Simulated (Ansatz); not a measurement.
Job for Ansatz (a first-principles code): R-PBE/def2-TZVPP on BeBrH (SMILES [BeH][Br]), atoms moved off the minimum.

Ansatz 0.2 input:
```yaml
crystal:
  periodic: [false, false, false]
  atoms:
    - {symbol: Be, position_ang: [0.01709796, 0.04137226, -1.72735486]}
    - {symbol: H, position_ang: [-0.05966194, 0.01559662, -2.98693613]}
    - {symbol: Br, position_ang: [0.04087708, -0.06482387, 0.36516350]}
basis:
  gaussian:
    orbitals: def2-TZVPP
hamiltonian:
  xc: {name: PBE}
scf: {lower_state_search: off}
output: {forces: true}
```

It printed:

```
WARN ansatz: RAYON_NUM_THREADS=1 ignored (pool sized by the plan → 1); use --threads N
Functional definition: PBE
these checks for a lower state are left out or cut short: stability, starts, cluster_reference, orbital_swaps, neighbouring_geometries, increment
integrals: 0.02 GiB planned
576 factors; their error is unknown
mean field: 0.15 GiB planned
mean field evaluation 1: about -70452.8435 eV, gradient 1.5e1 eV
mean field evaluation 2: about -70453.1572 eV, gradient 1.1e1 eV
mean field evaluation 4: about -70453.5653 eV, gradient 3.8e-1 eV
mean field evaluation 8: about -70453.5402 eV, gradient 1.9e-2 eV
mean field evaluation 16: about -70453.5402 eV, gradient 7.5e-7 eV
mean field -70453.54018693 eV, -2589.1198467449 hartree, gradient 7.9e-7 eV, S^2 0.000000; 0 other end points of the search recorded, 0 dependent functions left out
the calculation of the forces begins
reference -70453.54022720 eV, -2589.1198482249 hartree; 20, 20 occupied and 61, 61 virtual orbitals, 576 factors
Total energy: -70453.54022720 eV, -2589.1198482249 hartree
Atom 0 at     0.017098     0.041372    -1.727355 Å, force     0.020999    -0.159639     2.829746 eV/Å
Atom 1 at    -0.059662     0.015597    -2.986936 Å, force    -0.032156     0.041299    -1.304369 eV/Å
Atom 2 at     0.040877    -0.064824     0.365163 Å, force     0.011158     0.118340    -1.525377 eV/Å
Dipole moment:     0.018848     0.037492    -0.155329 e Å
Checks for a lower state left out: stability, starts, cluster_reference, orbital_swaps, neighbouring_geometries, increment
```

Self-consistency was reached.

Cost: very roughly 1.3 core-seconds.
